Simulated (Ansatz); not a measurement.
A short molecular-dynamics run on AlMe2(acac) (C7H13AlO2).

```yaml
crystal:
  periodic: [false, false, false]
  atoms:
    - {symbol: Al, position_ang: [1.227359, -0.011776, 0.860875]}
    - {symbol: C, position_ang: [0.981587, -0.023512, 2.812260]}
    - {symbol: H, position_ang: [-0.088111, 0.034582, 3.106284]}
    - {symbol: H, position_ang: [1.501279, 0.829604, 3.299458]}
    - {symbol: H, position_ang: [1.395458, -0.948035, 3.270179]}
    - {symbol: C, position_ang: [2.994166, -0.013155, -0.002892]}
    - {symbol: H, position_ang: [2.926517, -0.078681, -1.109784]}
    - {symbol: H, position_ang: [3.620447, -0.865833, 0.337655]}
    - {symbol: H, position_ang: [3.564095, 0.911383, 0.234303]}
    - {symbol: O, position_ang: [0.184629, 1.370763, 0.116701]}
    - {symbol: C, position_ang: [-0.866818, 1.252553, -0.617456]}
    - {symbol: C, position_ang: [-1.496725, 2.544941, -1.062407]}
    - {symbol: C, position_ang: [-1.423719, 0.013001, -1.004599]}
    - {symbol: C, position_ang: [-0.883177, -1.236793, -0.627250]}
    - {symbol: C, position_ang: [-1.533720, -2.517207, -1.077158]}
    - {symbol: O, position_ang: [0.166639, -1.374590, 0.105819]}
    - {symbol: H, position_ang: [-2.395106, 2.393937, -1.687223]}
    - {symbol: H, position_ang: [-1.763501, 3.145949, -0.168966]}
    - {symbol: H, position_ang: [-0.748865, 3.138983, -1.626807]}
    - {symbol: H, position_ang: [-2.323064, 0.021382, -1.633325]}
    - {symbol: H, position_ang: [-2.411073, -2.349658, -1.727144]}
    - {symbol: H, position_ang: [-1.842067, -3.100930, -0.185305]}
    - {symbol: H, position_ang: [-0.786229, -3.136908, -1.613230]}
basis:
  gaussian: {orbitals: def2-SVP}
hamiltonian: {xc: {name: PBE}, dispersion: d4}
md: {timestep: 0.5 fs, n_steps: 25, ensemble: nvt_nose_hoover, temperature: 1000, initial_velocities: maxwell_boltzmann, seed: 340}
scf: {omitted_lower_state_checks: [starts]}
```

```sh
$ ansatz run in.yaml --threads 2 --pin off --events-out ev --progress --plain --max-ram 32768MiB --backend cuda --devices 0, --max-vram 18GiB
```

```csv
step,time (fs),potential energy (eV),kinetic (eV),T (K),conserved (eV)
0,0.0,-18137.3157,2.7145,1000,-18134.6013
1,0.5,-18137.2347,2.6343,970,-18134.6004
2,1.0,-18137.0114,2.4149,890,-18134.5965
3,1.5,-18136.7087,2.1182,780,-18134.5906
4,2.0,-18136.4199,1.8348,676,-18134.5851
5,2.5,-18136.2287,1.6457,606,-18134.5831
6,3.0,-18136.1659,1.5808,582,-18134.5853
7,3.5,-18136.1994,1.6103,593,-18134.5894
8,4.0,-18136.2662,1.6741,617,-18134.5926
9,4.5,-18136.3123,1.7189,633,-18134.5941
10,5.0,-18136.3087,1.7153,632,-18134.5943
11,5.5,-18136.2475,1.6547,610,-18134.5939
12,6.0,-18136.1323,1.5405,568,-18134.5933
13,6.5,-18135.9737,1.3833,510,-18134.5921
14,7.0,-18135.7921,1.2040,444,-18134.5901
15,7.5,-18135.6216,1.0366,382,-18134.5872
16,8.0,-18135.5079,0.9259,341,-18134.5845
17,8.5,-18135.4937,0.9133,336,-18134.5832
18,9.0,-18135.5982,1.0169,375,-18134.5845
19,9.5,-18135.8022,1.2180,449,-18134.5878
20,10.0,-18136.0536,1.4658,540,-18134.5920
21,10.5,-18136.2874,1.6966,625,-18134.5955
22,11.0,-18136.4466,1.8544,683,-18134.5978
23,11.5,-18136.4953,1.9031,701,-18134.5986
24,12.0,-18136.4223,1.8320,675,-18134.5977
25,12.5,-18136.2463,1.6599,611,-18134.5946
```

Velocities are drawn at the set temperature; a run this short doesn't reach equilibrium.

Frames (Å, forces in eV/Å):

```xyz
23
time=0.0 fs
Al    1.227   -0.012    0.861   -0.011    0.000   -0.008
C     0.982   -0.024    2.812    0.007    0.000    0.006
H    -0.088    0.035    3.106   -0.002   -0.001   -0.002
H     1.501    0.830    3.299   -0.002    0.001    0.000
H     1.395   -0.948    3.270    0.000    0.002    0.001
C     2.994   -0.013   -0.003    0.008    0.001    0.003
H     2.927   -0.079   -1.110   -0.003    0.001    0.000
H     3.620   -0.866    0.338   -0.001    0.000   -0.003
H     3.564    0.911    0.234    0.001   -0.003    0.000
O     0.185    1.371    0.117    0.000   -0.014    0.004
C    -0.867    1.253   -0.617    0.007    0.013   -0.007
C    -1.497    2.545   -1.062   -0.001    0.004    0.003
C    -1.424    0.013   -1.005   -0.003    0.000   -0.002
C    -0.883   -1.237   -0.627   -0.002   -0.013    0.005
C    -1.534   -2.517   -1.077    0.002   -0.003    0.000
O     0.167   -1.375    0.106    0.002    0.014    0.002
H    -2.395    2.394   -1.687   -0.002   -0.002   -0.001
H    -1.764    3.146   -0.169   -0.001    0.002    0.002
H    -0.749    3.139   -1.627    0.002    0.000   -0.001
H    -2.323    0.021   -1.633   -0.002    0.000   -0.001
H    -2.411   -2.350   -1.727   -0.002    0.002   -0.001
H    -1.842   -3.101   -0.185    0.001    0.000    0.002
H    -0.786   -3.137   -1.613    0.001   -0.002   -0.003
23
time=1.0 fs
Al    1.227   -0.005    0.871    0.125   -0.090   -0.176
C     0.986   -0.018    2.816   -0.061   -0.853    0.148
H    -0.093    0.007    3.092    0.113    0.161    0.052
H     1.516    0.806    3.313    0.030    0.380    0.182
H     1.395   -0.957    3.293   -0.149    0.360   -0.320
C     2.995   -0.022   -0.011    1.366   -0.032    3.089
H     2.926   -0.117   -1.045   -0.260   -0.182   -2.755
H     3.654   -0.922    0.327   -0.773    1.210   -0.238
H     3.587    0.942    0.189   -0.469   -0.960   -0.078
O     0.180    1.372    0.105    0.375   -0.058    0.331
C    -0.871    1.241   -0.616    0.056    0.782   -0.127
C    -1.500    2.551   -1.061    0.406   -0.420   -0.452
C    -1.413    0.004   -0.991   -1.647    0.652   -1.320
C    -0.875   -1.229   -0.639   -0.011   -1.059    0.261
C    -1.539   -2.517   -1.088    0.851    0.728   -1.330
O     0.163   -1.370    0.111    0.084    0.002   -0.034
H    -2.398    2.404   -1.677   -0.149   -0.065   -0.149
H    -1.785    3.114   -0.166    0.006    0.356    0.347
H    -0.752    3.153   -1.646   -0.273   -0.230    0.362
H    -2.335    0.053   -1.660    0.991   -0.248    0.753
H    -2.440   -2.381   -1.702   -0.032    0.180   -0.213
H    -1.814   -3.088   -0.241   -0.485   -0.918    1.706
H    -0.806   -3.173   -1.619   -0.097    0.305   -0.038
23
time=2.5 fs
Al    1.228    0.005    0.885    0.298   -0.212   -0.456
C     0.992   -0.012    2.822   -0.176   -1.604    0.323
H    -0.098   -0.031    3.070    0.263    0.389    0.138
H     1.539    0.778    3.336   -0.022    0.712    0.332
H     1.391   -0.963    3.320   -0.231    0.611   -0.641
C     2.999   -0.036   -0.019    2.335    0.267    5.373
H     2.919   -0.179   -1.003   -0.571   -0.515   -5.001
H     3.689   -0.984    0.308   -1.268    2.070   -0.266
H     3.611    0.969    0.120   -0.821   -1.735   -0.044
O     0.173    1.374    0.088    0.914   -0.106    0.787
C    -0.877    1.225   -0.615    0.129    1.815   -0.272
C    -1.504    2.560   -1.058    0.602   -0.933   -0.773
C    -1.400   -0.008   -0.973   -3.241    1.646   -2.663
C    -0.863   -1.219   -0.657    0.056   -2.536    0.666
C    -1.545   -2.516   -1.106    1.445    1.295   -2.449
O     0.157   -1.363    0.120    0.200   -0.032   -0.097
H    -2.406    2.417   -1.663   -0.258   -0.134   -0.290
H    -1.818    3.073   -0.154    0.076    0.653    0.572
H    -0.763    3.170   -1.667   -0.462   -0.401    0.726
H    -2.334    0.094   -1.686    1.615   -0.616    1.311
H    -2.485   -2.424   -1.668    0.058    0.392   -0.370
H    -1.781   -3.087   -0.291   -0.792   -1.686    3.234
H    -0.837   -3.220   -1.628   -0.149    0.658   -0.141
23
time=4.0 fs
Al    1.228    0.015    0.900    0.414   -0.299   -0.773
C     0.998   -0.009    2.828   -0.121   -1.489    0.503
H    -0.098   -0.061    3.052    0.287    0.568    0.232
H     1.561    0.764    3.367   -0.294    0.614    0.204
H     1.383   -0.957    3.333   -0.129    0.449   -0.697
C     3.006   -0.050   -0.017    1.894   -0.206    1.865
H     2.901   -0.251   -1.059   -0.414   -0.027   -1.736
H     3.697   -1.002    0.283   -1.196    2.105   -0.083
H     3.619    0.960    0.050   -0.756   -1.739    0.086
O     0.168    1.376    0.072    1.384   -0.130    1.179
C    -0.883    1.212   -0.614    0.203    2.595   -0.363
C    -1.507    2.568   -1.058    0.080   -1.280   -0.413
C    -1.393   -0.017   -0.960   -3.739    2.284   -3.155
C    -0.852   -1.213   -0.674    0.111   -3.502    1.017
C    -1.548   -2.513   -1.128    0.859    0.048   -0.760
O     0.151   -1.356    0.128    0.298   -0.097   -0.170
H    -2.419    2.427   -1.656   -0.155   -0.149   -0.264
H    -1.849    3.045   -0.131    0.289    0.589    0.232
H    -0.783    3.179   -1.674   -0.307   -0.299    0.768
H    -2.300    0.123   -1.684    1.321   -0.852    1.185
H    -2.528   -2.459   -1.642    0.317    0.538   -0.329
H    -1.764   -3.118   -0.277   -0.291   -0.500    1.754
H    -0.871   -3.253   -1.640   -0.056    0.779   -0.282
23
time=5.5 fs
Al    1.229    0.025    0.913    0.495   -0.341   -1.117
C     1.004   -0.008    2.836    0.040   -0.716    0.592
H    -0.092   -0.078    3.039    0.156    0.670    0.318
H     1.577    0.764    3.401   -0.646    0.272   -0.099
H     1.372   -0.942    3.332    0.122   -0.076   -0.493
C     3.017   -0.064   -0.012    0.393   -0.792   -1.648
H     2.874   -0.323   -1.153   -0.114    0.638    1.435
H     3.681   -0.976    0.256   -0.582    1.314    0.246
H     3.611    0.915   -0.019   -0.300   -0.992    0.203
O     0.164    1.378    0.058    1.746   -0.135    1.485
C    -0.889    1.203   -0.614    0.271    3.054   -0.407
C    -1.510    2.573   -1.058   -0.913   -1.623    0.362
C    -1.393   -0.022   -0.952   -2.930    2.218   -2.625
C    -0.839   -1.213   -0.689   -0.007   -3.651    1.246
C    -1.550   -2.510   -1.152    0.101   -1.334    1.449
O     0.146   -1.349    0.136    0.378   -0.203   -0.245
H    -2.435    2.434   -1.655    0.087   -0.124   -0.120
H    -1.873    3.030   -0.103    0.542    0.368   -0.364
H    -0.809    3.181   -1.664    0.138    0.040    0.497
H    -2.238    0.134   -1.658    0.081   -0.848    0.271
H    -2.564   -2.482   -1.623    0.609    0.639   -0.204
H    -1.753   -3.160   -0.225    0.197    0.959   -0.365
H    -0.906   -3.270   -1.658    0.137    0.664   -0.418
23
time=6.5 fs
Al    1.230    0.031    0.922    0.544   -0.347   -1.332
C     1.008   -0.008    2.841    0.101   -0.076    0.548
H    -0.086   -0.082    3.034    0.018    0.684    0.361
H     1.580    0.767    3.423   -0.804    0.056   -0.285
H     1.366   -0.931    3.326    0.322   -0.522   -0.267
C     3.025   -0.073   -0.010   -1.161   -0.750   -2.879
H     2.854   -0.365   -1.202    0.023    0.859    2.385
H     3.662   -0.942    0.241    0.241    0.160    0.589
H     3.601    0.872   -0.062    0.206   -0.084    0.212
O     0.163    1.379    0.049    1.913   -0.133    1.632
C    -0.892    1.201   -0.614    0.292    3.167   -0.427
C    -1.512    2.574   -1.057   -1.543   -1.859    0.845
C    -1.395   -0.024   -0.950   -1.636    1.748   -1.666
C    -0.831   -1.217   -0.697   -0.220   -3.291    1.318
C    -1.551   -2.509   -1.166   -0.179   -1.735    2.386
O     0.142   -1.345    0.141    0.425   -0.297   -0.290
H    -2.445    2.438   -1.655    0.240   -0.102   -0.019
H    -1.884    3.024   -0.088    0.644    0.247   -0.666
H    -0.825    3.183   -1.651    0.480    0.309    0.234
H    -2.195    0.131   -1.636   -1.247   -0.680   -0.805
H    -2.581   -2.490   -1.613    0.722    0.688   -0.143
H    -1.744   -3.179   -0.193    0.334    1.459   -1.234
H    -0.928   -3.273   -1.675    0.286    0.499   -0.499
23
time=8.0 fs
Al    1.231    0.041    0.934    0.612   -0.331   -1.590
C     1.013   -0.008    2.851    0.063    0.595    0.414
H    -0.076   -0.076    3.033   -0.162    0.623    0.390
H     1.570    0.773    3.451   -0.818   -0.116   -0.419
H     1.363   -0.927    3.311    0.519   -0.981    0.010
C     3.034   -0.089   -0.012   -3.752   -0.075   -3.735
H     2.826   -0.411   -1.234    0.148    0.928    2.814
H     3.642   -0.893    0.230    1.799   -2.030    1.214
H     3.592    0.809   -0.123    0.980    1.376    0.099
O     0.164    1.380    0.038    2.031   -0.126    1.755
C    -0.897    1.201   -0.615    0.259    3.055   -0.474
C    -1.519    2.574   -1.055   -1.943   -2.002    1.149
C    -1.402   -0.023   -0.949    0.214    0.817   -0.300
C    -0.820   -1.228   -0.708   -0.672   -2.277    1.319
C    -1.553   -2.510   -1.184   -0.178   -1.785    3.104
O     0.138   -1.339    0.149    0.501   -0.469   -0.337
H    -2.455    2.441   -1.656    0.351   -0.081    0.061
H    -1.888    3.020   -0.078    0.629    0.174   -0.781
H    -0.841    3.191   -1.629    0.757    0.509   -0.022
H    -2.155    0.114   -1.621   -2.817   -0.395   -2.157
H    -2.594   -2.489   -1.600    0.671    0.728   -0.138
H    -1.724   -3.180   -0.167    0.354    1.612   -1.805
H    -0.956   -3.270   -1.709    0.453    0.251   -0.573
23
time=9.5 fs
Al    1.233    0.050    0.945    0.660   -0.294   -1.748
C     1.019   -0.008    2.860   -0.096    0.465    0.350
H    -0.070   -0.056    3.041   -0.203    0.465    0.364
H     1.544    0.776    3.470   -0.550   -0.055   -0.326
H     1.370   -0.942    3.297    0.435   -0.784    0.019
C     3.037   -0.106   -0.020   -4.102    0.025   -3.460
H     2.800   -0.438   -1.205    0.192    0.777    2.543
H     3.658   -0.884    0.245    1.930   -2.257    1.283
H     3.603    0.774   -0.182    1.039    1.648    0.070
O     0.167    1.381    0.030    1.972   -0.111    1.750
C    -0.901    1.208   -0.617    0.177    2.633   -0.535
C    -1.529    2.571   -1.052   -1.415   -1.678    0.775
C    -1.408   -0.021   -0.948   -0.144    0.214   -0.890
C    -0.809   -1.243   -0.717   -1.133   -1.018    1.232
C    -1.555   -2.515   -1.197    0.324   -1.506    3.085
O     0.134   -1.333    0.156    0.581   -0.662   -0.358
H    -2.458    2.442   -1.656    0.267   -0.084    0.021
H    -1.878    3.021   -0.083    0.410    0.245   -0.458
H    -0.840    3.210   -1.606    0.529    0.252    0.064
H    -2.172    0.089   -1.649   -1.928   -0.402   -1.381
H    -2.593   -2.473   -1.591    0.374    0.726   -0.224
H    -1.697   -3.148   -0.178    0.238    1.230   -1.671
H    -0.974   -3.261   -1.756    0.443    0.170   -0.505
23
time=11.0 fs
Al    1.236    0.059    0.954    0.675   -0.247   -1.799
C     1.025   -0.006    2.871   -0.364   -0.312    0.301
H    -0.068   -0.026    3.056   -0.087    0.230    0.279
H     1.505    0.779    3.483   -0.087    0.192   -0.048
H     1.387   -0.973    3.282    0.130   -0.049   -0.144
C     3.033   -0.122   -0.034   -1.540   -0.381   -1.595
H     2.778   -0.449   -1.123    0.024    0.283    1.194
H     3.712   -0.920    0.285    0.250   -0.261    0.494
H     3.635    0.771   -0.239    0.236    0.529    0.345
O     0.173    1.382    0.024    1.716   -0.091    1.608
C    -0.905    1.219   -0.620    0.118    1.916   -0.560
C    -1.541    2.564   -1.046   -0.314   -1.050    0.051
C    -1.414   -0.018   -0.949   -1.480   -0.210   -2.388
C    -0.801   -1.260   -0.723   -1.493    0.271    1.096
C    -1.557   -2.522   -1.204    1.128   -0.816    1.930
O     0.131   -1.328    0.162    0.625   -0.842   -0.385
H    -2.456    2.442   -1.656    0.033   -0.099   -0.111
H    -1.860    3.026   -0.099    0.070    0.409    0.146
H    -0.829    3.234   -1.581    0.013   -0.273    0.287
H    -2.229    0.056   -1.705    0.085   -0.380    0.433
H    -2.583   -2.441   -1.586    0.021    0.679   -0.317
H    -1.665   -3.090   -0.225   -0.003    0.216   -0.576
H    -0.983   -3.247   -1.813    0.241    0.288   -0.239
23
time=12.5 fs
Al    1.239    0.067    0.962    0.656   -0.201   -1.766
C     1.030   -0.006    2.882   -0.662   -0.995    0.186
H    -0.068    0.008    3.077    0.085   -0.046    0.154
H     1.465    0.786    3.494    0.367    0.408    0.221
H     1.407   -1.006    3.265   -0.174    0.663   -0.225
C     3.026   -0.138   -0.051    1.408    0.393    2.137
H     2.755   -0.454   -1.019   -0.667   -0.858   -2.027
H     3.773   -0.963    0.337   -1.193    1.246   -0.342
H     3.672    0.781   -0.289   -0.640   -0.644    0.645
O     0.181    1.383    0.020    1.268   -0.066    1.339
C    -0.908    1.233   -0.624    0.144    0.923   -0.495
C    -1.554    2.555   -1.041    0.635   -0.368   -0.412
C    -1.423   -0.016   -0.955   -1.929   -0.560   -3.058
C    -0.795   -1.276   -0.728   -1.683    1.458    0.972
C    -1.556   -2.531   -1.208    1.765    0.517   -0.648
O     0.129   -1.325    0.168    0.595   -0.973   -0.455
H    -2.453    2.439   -1.658   -0.204   -0.105   -0.235
H    -1.840    3.040   -0.111   -0.225    0.491    0.603
H    -0.818    3.252   -1.551   -0.391   -0.682    0.349
H    -2.286    0.014   -1.753    1.294   -0.152    1.508
H    -2.573   -2.395   -1.588   -0.099    0.550   -0.287
H    -1.634   -3.028   -0.281   -0.327   -1.433    1.688
H    -0.987   -3.228   -1.875   -0.021    0.434    0.148
```

It took 56 s on 2 threads of AMD EPYC 7R13 on a shared host and a share (18 GiB) of an NVIDIA H100 80GB HBM3, peak host memory 0.87 GiB.
